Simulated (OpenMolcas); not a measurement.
**V2+: effect of the metal basis**

V2+ with its 6 nearest oxide ions at 2.147 Å, on the Mg site of MgO (a = 4.2112 Å, distance in the model lattice 2.106 Å). The rest of the host is ab initio model potentials to 7.6 Å and point charges beyond; the distance is set by hand and nothing relaxes.

```yaml
Program: OpenMolcas
Method: "SS-CASPT2, IPEA 0.25 Eh, imaginary shift 0.1 Eh (closed shells correlated: 3s 3p and the ligand valence shells)"
Spin-orbit_coupling: state interaction with AMFI integrals over the reference wave functions
```

Fixed: ligand basis ANO-RCC-VDZP, active space 3 electrons in 5 orbitals (3d), DKH2 Hamiltonian.

States (labels of O, the rotations of Oh). Energies in cm-1 above the lowest state or level, χT in cm3 K/mol; 10Dq and B are least-squares fits to the states below 45000 cm-1, weighted by degeneracy, with a free offset, and given where the rms deviation is under 5 % of |10Dq| (or 100 cm-1) and under 700 cm-1.

| Run | Metal basis | Ground state | First state of that spin | 10Dq | B (rms of fit) | First gap with spin-orbit (degeneracies) | χT at 300 K | First state of another spin | Cost |
| --- | --- | --- | --- | --- | --- | --- | --- | --- | --- |
| A | ANO-RCC-VDZP | 4A2 | 4T2 16800 | 16663 | 715 (465) | 12680 (4, 4) | 1.863 | 2E 12690 | roughly 2.6 core-minutes |
| B | ANO-RCC-VTZP | 4A2 | 4T2 16360 | 16272 | 693 (512) | 11550 (4, 4) | 1.863 | 2E 11560 | roughly 4 core-minutes |

Against A, |10Dq| changes by -2.3 % in B.

Costs are those of the CASPT2 steps.

Roots that are degenerate in the reference are averaged as groups; the widest CASPT2 spread within a group is 680 cm-1 (the 3-fold group of multiplicity 2 near 48700 cm-1 above the lowest state of its run, A). Shifts and gaps below about the spread of the groups concerned are not significant. Over all roots computed the reference weight is 0.72 in A, 0.71 to 0.72 in B; a low but even weight reflects the number of correlated electrons. Ligand-to-metal charge-transfer states are missing. With no ligand orbital active B as a rule stays too high, so bands that hang on it stand too high and its fall with covalency is understated. With one d shell and no ligand orbital active, 10Dq can be off by tens of per cent for divalent 3d ions, low with halides held by bare charges and at times high in hosts. No measured value stands beside these numbers; the geometry was set by hand and not optimised.
